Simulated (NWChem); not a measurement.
## Excited singlets of F$_{2}$Pb by symmetry

```xyz
3

Pb     0.0000     0.0000     0.2479
F      1.5538     0.0000    -1.1294
F     -1.5538     0.0000    -1.1294
```
Charge 0, spin multiplicity 1.

The numbers come from NWChem runs, not from measurements. Structure: optimised with PBE/def2-SVP with def2 effective core potentials on Pb, a minimum by its harmonic frequencies.

Basis set: def2-SVPD. Symmetry labels belong to the abelian group C2v used in the runs, with the axes of the coordinates shown. Entries are the lowest vertical excitation energy of each symmetry in eV (for CIS and TDDFT among the lowest few roots); a state of one symmetry need not have the same character in every method. Symmetries that some method's roots don't reach, or where a double excitation leads the EOM-CCSD root, are left out.

Effective core potentials replace the inner electrons of Pb; spin-orbit coupling is left out. The correlated methods keep 6 core orbitals frozen. B3LYP has NWChem's definition, with VWN1-RPA local correlation. The structure started from a generated list of species. Coupled-cluster values serve here as a point of comparison, not as the truth.

```tsv
method	b2	b1	a2
CIS	6.24	8.39	8.59
TD-PBE	4.32	4.96	4.42
TD-B3LYP	4.76	5.59	5.13
TD-LDA (SVWN5)	4.32	4.98	4.42
EOM-CCSD	5.29	6.66	6.33
```
